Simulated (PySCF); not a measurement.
A calculated (BP86, PySCF 2.14, def2-TZVP, no relativity, point nucleus) atom or ion has these occupied shells.

```tsv
shell	electrons	orbital energy (eV)	rms radius, mean of both spins (bohr)
1s	2	-15.786	1.10
```

Problem. Name the element and its charge.

Solution. He (helium, neutral), in 1s2, closed-shell 1S.
